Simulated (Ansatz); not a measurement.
Gas-phase electronic energies from Ansatz, PBE0-D4/def2-TZVP geometries. CBS: MP2 limit from def2 TZ/QZ plus the TZ coupled-cluster correction, frozen cores. This one scheme is used for every species. DFT in def2-TZVPP. B3LYP here is the variant with VWN-RPA as its local correlation; programs differ in this. HSE06 is defined as in plane-wave codes. def2 core potentials past Kr. For Ge, I outer-core shells are correlated without core-valence functions, which leaves a few kJ/mol of doubt a bond. Scalar relativity is left out up to krypton. Each species was taken in one conformer, which may not be the lowest.

`S[SiH2][GeH2][I]` + CH₃OH → `C[O][GeH2][I]` + `[SiH3]S`  (cleavage of the Ge–Si bond)

`S[SiH2][GeH2][I]`:

Z-matrix (Å, degrees):
```
Si
Ge 1 2.381
S 1 2.130 2 108.6
H 1 1.486 2 108.2 3 -123.2
H 1 1.485 2 111.2 3 116.3
I 2 2.535 1 103.9 3 53.7
H 2 1.537 1 115.6 3 169.4
H 2 1.536 1 114.1 3 -61.4
H 3 1.348 1 93.5 2 -48.5
```

CH₃OH:

```xyz
6

C    -0.204    0.292   -0.010
O     0.214   -0.985    0.415
H    -1.100    0.540    0.560
H    -0.461    0.314   -1.076
H     0.549    1.065    0.186
H     1.003   -1.226   -0.076
```

`C[O][GeH2][I]`:

```xyz
9

C    -0.954   -0.361   -1.031
O    -0.625   -0.437    0.339
Ge    0.878    0.349    0.853
I     1.008   -0.040    3.312
H    -1.087    0.675   -1.368
H    -0.197   -0.839   -1.666
H    -1.899   -0.889   -1.174
H     2.079   -0.318    0.161
H     0.797    1.860    0.573
```

`[SiH3]S`:

Cartesian coordinates in Å:
```
Si -0.052 -0.457 0.259
S 0.745 0.906 -1.182
H 0.163 0.026 1.646
H 0.694 -1.719 0.041
H -1.505 -0.685 0.051
H -0.045 1.929 -0.816
```

Q: Is it downhill or uphill in electronic energy at CCSD(T)/CBS, and by how much? (Best estimate.)

A: Ansatz gave: Uphill: ΔE = +6.8 kJ/mol.

Q: What do these levels give: BLYP-D4, PBE0-D4, B3LYP, HSE06, MP2/def2-QZVPP, HF/CBS(def2)? (Best estimate.)

A: The calculation gave: BLYP-D4 6.0, PBE0-D4 17.7, B3LYP -2.7, HSE06 13.1, MP2/def2-QZVPP 2.4, HF/CBS(def2) -23.1 kJ/mol.

Largest T1 diagnostic among the species: 0.011.

At CCSD(T), def2-SVP lies −14.1 kJ/mol from the extrapolated value and def2-TZVPP −8.1 kJ/mol. Leaving LDA and LC-ωPBE aside and taking each functional with its dispersion term where it has one, the values, not all of them listed here, spread over 23.7 kJ/mol, from B2PLYP to PBE-D4. LDA lies +4.9 kJ/mol from PBE without D4.
